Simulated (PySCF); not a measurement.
Isomers of C7H16P2, mass 162.073 u with the commonest isotopes. The calculation used PBE0/pcSseg-1 in PySCF (dipole) on a GFN2-xTB geometry, gas phase. One conformer each, none proved a minimum here; rigid rotors.

Question: Order these by dipole moment, smallest first.
A. `[CH3:1][P:2]([CH3:3])/[P:4]=[CH:5]\[C:6]([CH3:7])([CH3:8])[CH3:9]` with C1–P2–P4–C5 147°
B. `[CH3:1][P:2]([CH3:3])[CH2:4][P:5]([CH3:6])[CH:7]1[CH2:8][CH2:9]1` with C1–P2–C4–P5 -72°, P2–C4–P5–C6 -73°, C4–P5–C7–C8 -96°
C. `[CH2:1]=[CH:2][P:3]([CH2:4][PH2:5])[C:6]([CH3:7])([CH3:8])[CH3:9]` with C1–C2–P3–C4 -154°, C2–P3–C4–P5 79°, P3–C4–P5–H 45° and -47°

Answer: A (0.67 D), B (1.53 D), C (1.83 D).

Question: Order these by rotational constant A, largest first.
A. `[CH3:1][P:2]([CH3:3])/[P:4]=[CH:5]\[C:6]([CH3:7])([CH3:8])[CH3:9]` with C1–P2–P4–C5 147°
B. `[CH3:1][P:2]([CH3:3])[CH2:4][P:5]([CH3:6])[CH:7]1[CH2:8][CH2:9]1` with C1–P2–C4–P5 -72°, P2–C4–P5–C6 -73°, C4–P5–C7–C8 -96°
C. `[CH2:1]=[CH:2][P:3]([CH2:4][PH2:5])[C:6]([CH3:7])([CH3:8])[CH3:9]` with C1–C2–P3–C4 -154°, C2–P3–C4–P5 79°, P3–C4–P5–H 45° and -47°

Answer: B (2253 MHz), A (2038 MHz), C (1541 MHz).

Question: Order these by rotational constant C, largest first.
A. `[CH2:1]=[CH:2][P:3]([CH2:4][PH2:5])[C:6]([CH3:7])([CH3:8])[CH3:9]` with C1–C2–P3–C4 -154°, C2–P3–C4–P5 79°, P3–C4–P5–H 45° and -47°
B. `[CH3:1][P:2]([CH3:3])[CH2:4][P:5]([CH3:6])[CH:7]1[CH2:8][CH2:9]1` with C1–P2–C4–P5 -72°, P2–C4–P5–C6 -73°, C4–P5–C7–C8 -96°
C. `[CH3:1][P:2]([CH3:3])/[P:4]=[CH:5]\[C:6]([CH3:7])([CH3:8])[CH3:9]` with C1–P2–P4–C5 147°

Answer: C (648.1 MHz), A (620.9 MHz), B (540.1 MHz).

```csv
SMILES,point group,Ia (u·Å²),Ib (u·Å²),Ic (u·Å²),κ,μa (D),μb (D),μc (D)
C=CP(CP)C(C)(C)C,C1,327.97,638.26,813.94,-0.63,1.62,0.41,0.75
CP(C)/P=C\C(C)(C)C,C1,247.96,755.40,779.81,-0.97,0.19,0.64,0.02
CP(C)CP(C)C1CC1,C1,224.31,880.43,935.64,-0.96,0.30,1.02,1.10
```
